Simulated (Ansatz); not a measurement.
Two isomers of CH5NOSn: A = `C[O][Sn][NH2]`, B = `N[C](=O)[SnH3]`.

Gas-phase electronic energies from Ansatz, PBE0-D4/def2-TZVP geometries. CBS: MP2 limit from def2 TZ/QZ plus the TZ coupled-cluster correction, frozen cores. DFT in def2-TZVPP. Elements past krypton have def2 core potentials. For Sn outer-core shells are correlated without core-valence functions, which leaves a few kJ/mol of doubt a bond. Each species was taken in one conformer, which may not be the lowest.

Problem. Which is lower in electronic energy at CCSD(T)/CBS, and by how much? (An estimate is asked.)

Solution. Computed: A, by 38.2 kcal/mol.

Problem. Give E(B) − E(A) in kcal/mol with PBE-D4, CCSD/def2-TZVPP, HF/def2-TZVPP, MP2/def2-TZVPP, ωB97M-V, CCSD(T)/def2-TZVPP, r2SCAN-D4. (An estimate is asked.)

Solution. Ansatz gave: PBE-D4 32.5, CCSD/def2-TZVPP 34.3, HF/def2-TZVPP 31.3, MP2/def2-TZVPP 37.6, ωB97M-V 33.5, CCSD(T)/def2-TZVPP 33.5, r2SCAN-D4 32.6. None reverses the order clearly.

Largest T1 diagnostic: 0.017.

In def2-TZVPP, CCSD(T) changes the Hartree–Fock value by +2.2 kcal/mol (the triples alone add −0.8 kcal/mol) and MP2 by +6.3 kcal/mol.
